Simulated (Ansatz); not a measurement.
HGe(SiH3)3 (Si₃GeH₁₀). The state is a singlet with charge 0. Geometry r2SCAN-D4/def2-SVP; atoms count from 1.

```
atom   x (Å)   y (Å)   z (Å)
 Ge1   0.095  -0.672   0.073
 Si2   0.999   0.461   1.961
 Si3  -2.237  -0.218  -0.090
 Si4   1.194   0.070  -1.905
  H5   0.309  -2.191   0.237
  H6   0.798   1.932   1.787
  H7   2.464   0.189   2.090
  H8   0.314   0.028   3.217
  H9  -2.435   1.257  -0.230
 H10  -2.826  -0.897  -1.284
 H11  -2.954  -0.685   1.135
 H12   2.663  -0.192  -1.825
 H13   0.642  -0.625  -3.108
 H14   0.975   1.541  -2.058
```

Question: Estimate the Mulliken populations from the PBE0/def2-TZVP orbitals of Ansatz.

Answer: 
| atom | charge (e) |
| --- | --- |
| Ge1 | 0.03 |
| Si2 | -0.01 |
| Si3 | -0.01 |
| Si4 | -0.01 |
| H5 | 0.03 |
| H6 | 0.00 |
| H7 | 0.00 |
| H8 | 0.00 |
| H9 | 0.00 |
| H10 | 0.00 |
| H11 | 0.00 |
| H12 | 0.00 |
| H13 | 0.00 |
| H14 | 0.00 |
Mulliken values depend strongly on the basis.

Question: And the Mayer bond orders between heavy atoms (over 0.3)?

Answer: Ge1–Si2 0.95 (2.38 Å); Ge1–Si3 0.95 (2.38 Å); Ge1–Si4 0.95 (2.38 Å).
